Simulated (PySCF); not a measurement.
## Correlation energy of Ag⁺ (silver, charge +1)

[Kr] 4d10, closed-shell 1S. Calculation: PySCF 2.14, in x2c-TZVPPall; the spin-free X2C one-electron Hamiltonian (Gaussian nucleus). Frozen: [Kr]; 10 electrons correlated.

```csv
level,correlation energy (mhartree)
CCSD,-328.85
(T),-10.16
CCSD(T),-339.01
```

Diagnostics: T1 = 0.0020, D1 = 0.0028, largest double amplitude 0.021.

Cost of the coupled-cluster step: of the order of 4 core-seconds, for 10 correlated electrons.
